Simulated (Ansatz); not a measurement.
CH3Cl3GeS, SMILES `C[S][Ge]([Cl])([Cl])[Cl]` at its PBE0-D4/def2-TZVP geometry, where that method's forces vanish. Charge 0, multiplicity 1.

```json
{"atom": "C1", "x (Å)": "-1.459", "y (Å)": "0.169", "z (Å)": "-0.652"}
{"atom": "S2", "x (Å)": "-0.165", "y (Å)": "-1.083", "z (Å)": "-0.889"}
{"atom": "Ge3", "x (Å)": "1.317", "y (Å)": "-0.283", "z (Å)": "0.492"}
{"atom": "Cl4", "x (Å)": "1.914", "y (Å)": "1.701", "z (Å)": "-0.031"}
{"atom": "Cl5", "x (Å)": "3.022", "y (Å)": "-1.549", "z (Å)": "0.468"}
{"atom": "Cl6", "x (Å)": "0.568", "y (Å)": "-0.158", "z (Å)": "2.489"}
{"atom": "H7", "x (Å)": "-1.810", "y (Å)": "0.178", "z (Å)": "0.378"}
{"atom": "H8", "x (Å)": "-1.107", "y (Å)": "1.156", "z (Å)": "-0.948"}
{"atom": "H9", "x (Å)": "-2.278", "y (Å)": "-0.130", "z (Å)": "-1.306"}
```

(1) For each bond, give half the difference of the two atoms' forces along it (eV/Å; positive pushes the atoms apart) under PBE-D4, r2SCAN-D4, B3LYP-D4, ωB97M-V in def2-TZVPP. (Estimate.)

## Answers

(1) Ansatz gave: 
```
   bond  length (Å)  PBE-D4  r2SCAN-D4  B3LYP-D4  ωB97M-V
  C1–S2       1.816    0.14       0.18      0.28     0.15
  C1–H7       1.089    0.10      -0.04     -0.09    -0.07
  C1–H8       1.089    0.10      -0.04     -0.09    -0.07
  C1–H9       1.090    0.11      -0.04     -0.10    -0.07
 S2–Ge3       2.179    0.12       0.00      0.09    -0.04
Ge3–Cl4       2.137    0.23       0.06      0.19    -0.01
Ge3–Cl5       2.123    0.21       0.03      0.18     0.02
Ge3–Cl6       2.137    0.23       0.06      0.19    -0.01
```

B3LYP here is the variant with VWN-RPA as its local correlation; programs differ in this.
